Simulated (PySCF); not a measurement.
## [Dy(NH3)2]3+ at several levels of theory

Computed with PySCF 2.14.0 (density fitting, no spin-orbit coupling) at the geometry relaxed with PBE:

```xyz
9
[Dy(NH3)2]3+ (singlet in the valence; each metal's 4f electrons, 9 of them, lie in its core potential, out of spins and levels)
Dy    0.1187    1.1575    0.0002
N    -0.0194   -0.1859    1.9392
H     0.7582   -0.0471    2.6342
H    -0.8763   -0.0381    2.5317
H    -0.0165   -1.2269    1.7990
N    -0.0210   -0.1853   -1.9400
H     0.7750   -0.8525   -2.1043
H    -0.8621   -0.8108   -2.0160
H    -0.0552    0.3517   -2.8440
```

| level | basis | state | HOMO (eV) | gap (eV) | charge on Dy1 (e) | population of f-type functions on Dy1 (polarisation alone where 4f lies in the core) | dipole about the centre of mass (D) | largest force component (eV/Å) |
| --- | --- | --- | --- | --- | --- | --- | --- | --- |
| PBE | Dy lcecp-1-SVP with ECP55, N def2-SVP, H def2-SVP | singlet | -24.55 | 5.38 | 2.00 | 0.02 | 4.10 | 0.01 |
| TPSS | the same | singlet | -24.62 | 5.71 | 2.05 | 0.02 | 3.93 | 0.23 |
| CAM-B3LYP | the same | singlet | -27.39 | 10.10 | 2.09 | 0.02 | 3.66 | 0.33 |
| r2SCAN | the same | singlet | -24.82 | 6.28 | 2.09 | 0.02 | 3.83 | 0.31 |
| PBE | Dy lcecp-1-TZVP with ECP55, N def2-TZVP, H def2-TZVP | singlet | -24.46 | 5.38 | 2.20 | 0.03 | 4.11 | 0.33 |

In the lcecp rows the 4f levels are missing from HOMO and gap, and the state counts the valence alone.

Charges are Mulliken's, which hang on the basis. The relaxation used the grid (50, 194), these runs (75, 302) or, all-electron (x2c bases, spin-free X2C Hamiltonian), (99, 590).

Task: What does BLYP with Dy lcecp-1-SVP with ECP55, N def2-SVP, H def2-SVP give here?

Result: state singlet, HOMO (eV) -24.39, gap (eV) 5.16, charge on Dy1 (e) 1.98, population of f-type functions on Dy1 (polarisation alone where 4f lies in the core) 0.02, dipole about the centre of mass (D) 4.07, largest force component (eV/Å) 0.22. Time: 4.8 s on 2 threads of Arm Neoverse V1 (shared host), from an already converged density.

In the first row's basis the gap widens with exact exchange: 5.2 to 6.3 eV for BLYP, PBE, TPSS, r2SCAN (none); 10.1 eV for CAM-B3LYP (rising or full at long range).

A frequency check found unstable modes (1, the lowest at -29 cm⁻¹), so the relaxed geometry is a saddle point, or these are noise. An lcecp potential fixes the number of 4f electrons, so in runs with it no electron can move into or out of that shell.
